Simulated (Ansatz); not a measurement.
Reaction (substitution at a C–B bond): `BBC` + `O[SiH2][O][GeH3]` → `CO[SiH2][O][GeH3]` + `BB`

Computed with Ansatz on PBE0-D4/def2-TZVP structures; ΔE is electronic, products minus reactants. CCSD(T)/CBS is the MP2 limit (def2-TZVPP, def2-QZVPP) plus CCSD(T) − MP2 in def2-TZVPP, frozen cores. DFT in def2-TZVPP. B3LYP here is the variant with VWN-RPA as its local correlation; programs differ in this. For Ge outer-core shells are correlated without core-valence functions, which leaves a few kJ/mol of doubt a bond. Scalar relativity is left out up to krypton. One conformer a species, not always the lowest.

```tsv
level	ΔE (kJ/mol)
PBE-D4	105.1
PBE0-D4	104.7
B3LYP-D4	96.6
r2SCAN	105.2
PBE0	106.5
B3LYP	99.6
MP2/def2-QZVPP	108.8
SCS-MP2/def2-QZVPP	101.3
```

Problem. What does CCSD(T)/CBS give? (Estimate.)

Solution. Computed: +104.1 kJ/mol. The listed levels differ from it by 1.0, 0.6, -7.5, 1.1, 2.4, -4.5, 4.7, -2.8 kJ/mol.

Largest T1 diagnostic among the species: 0.012.

The D4 term adds −3.0 kJ/mol with B3LYP and −1.8 kJ/mol with PBE0; it sums over pairs of atoms, weighted by their polarisabilities, and B3LYP, whose exchange is more repulsive, gets the larger term. In def2-TZVPP, CCSD(T) changes the Hartree–Fock value by +14.1 kJ/mol (the triples alone add +1.2 kJ/mol) and MP2 by +20.1 kJ/mol.
